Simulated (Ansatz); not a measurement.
Basis sets compared for fac-ScBr3(H2O)3 (ScBr3O3H6). The state is a singlet with charge 0. Geometry PBE0-D4/def2-SVP. Ansatz on 4 threads of Arm Neoverse V1 on a shared host; times are rough, and most runs start from earlier orbitals.

```xyz
13

Br   -2.1924   -1.3327    1.2326
Br    1.6108   -2.3428    0.1361
Br    0.9680    0.9150    2.5155
O     1.6266    0.7657   -0.6005
O    -1.1485    1.4953    0.1940
O    -0.6719   -0.8777   -1.5398
Sc    0.0536   -0.3826    0.5383
H     2.2767    0.0752   -0.8115
H     2.0414    1.2923    0.1031
H    -0.8482    2.0699    0.9176
H    -2.0418    1.2137    0.4532
H    -1.5541   -1.2471   -1.3694
H    -0.1203   -1.6443   -1.7691
```

Another isomer (singlet) lies 0.05 eV lower at PBE0-D4/def2-TZVP; other spin states weren't run for this one.

Binding counts from free atoms (Br doublet, O triplet, Sc doublet, H doublet) in the same basis, without a counterpoise term.

```csv
level,functions,energy (Eh),HOMO (eV),LUMO (eV),binding per atom (eV),wall time
PBE-D4/def2-SVP,199,-8709.9792,-6.43,-2.57,3.65,4.2 s
PBE0-D4/def2-SVP,199,-8710.2878,-7.72,-1.70,3.54,8 s
```

Estimate the rows for PBE-D4/def2-TZVP (with forces), PBE0-D4/def2-TZVP.


| level | functions | energy (Eh) | HOMO (eV) | LUMO (eV) | binding per atom (eV) | wall time |
| --- | --- | --- | --- | --- | --- | --- |
| PBE-D4/def2-TZVP (with forces) | 318 | -8711.2899 | -6.71 | -2.80 | – | 10 s |
| PBE0-D4/def2-TZVP | 318 | -8711.5926 | -7.93 | -1.79 | 3.51 | 25 s |
